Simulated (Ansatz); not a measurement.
`O[CH2][GaH2]`. Charge 0, multiplicity 1. Geometry: relaxed with PBE0-D4/def2-TZVP. It is one conformer, not always the lowest.

```xyz
8

O     1.247   -0.323   -0.690
C    -0.147    0.000   -0.691
Ga   -0.467    0.172    1.269
H     1.549   -0.443   -1.594
H    -0.742   -0.798   -1.150
H    -0.341    0.931   -1.237
H    -0.857   -1.095    2.112
H    -0.242    1.555    1.981
```

(1) What is the dipole moment at r2SCAN/def2-TZVPP? (Estimate.)

(2) And with PBE, B3LYP, ωB97M-V? (Estimate.)

(3) Give the Mulliken charges with r2SCAN, PBE, B3LYP in def2-TZVPP. (An estimate is asked.)

Answers

(1) Ansatz gave: 1.95 D, with components (-0.64, 0.05, -1.85) D in this frame, pointing from negative to positive charge.

(2) The calculation gave: PBE 1.93 D, B3LYP 1.96 D, ωB97M-V 1.94 D.

(3) The calculation gave: 
| atom | r2SCAN | PBE | B3LYP |
| --- | --- | --- | --- |
| O1 | -0.37 | -0.32 | -0.36 |
| C2 | -0.08 | -0.15 | -0.14 |
| Ga3 | 0.28 | 0.19 | 0.25 |
| H4 | 0.20 | 0.18 | 0.18 |
| H5 | 0.07 | 0.10 | 0.10 |
| H6 | 0.07 | 0.10 | 0.10 |
| H7 | -0.08 | -0.05 | -0.07 |
| H8 | -0.08 | -0.05 | -0.07 |

B3LYP here is the variant with VWN-RPA as its local correlation; programs differ in this.
